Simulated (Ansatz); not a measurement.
Cartesian coordinates in Å:
```
C -0.945 -0.118 0.727
C -0.463 0.260 -0.666
Sn 1.690 0.069 -0.846
H -2.033 -0.018 0.808
H -0.503 0.519 1.497
H -0.696 -1.153 0.975
H -0.718 1.293 -0.911
H -0.911 -0.376 -1.431
H 2.136 -1.559 -0.484
H 2.441 1.084 0.331
```

The species carries charge 0 and has multiplicity 2. Sn: def2 effective core potential.

Question: List the PBE/def2-TZVPP orbital energies in eV (Ansatz). (Best estimate.)

Answer: Ansatz gave: α occupied: -269.14, -268.93, -132.74, -88.75, -88.62, -88.60, -25.16, -25.16, -25.14, -25.03, -25.01, -18.81, -15.17, -12.12, -10.98, -10.13, -9.27, -8.56, -7.58, -6.85, -4.73. α empty: -0.48, 0.11, 0.34, 0.90, 1.52, 1.58, 2.44, 2.44. β occupied: -269.11, -268.92, -132.71, -88.67, -88.61, -88.59, -25.06, -25.05, -25.00, -24.96, -24.95, -18.75, -15.11, -11.81, -10.95, -10.01, -9.22, -8.54, -7.37, -6.64. β empty: -3.64, -0.24, 0.38, 0.74, 1.06, 1.70, 1.71, 2.52. ⟨S²⟩ = 0.751.
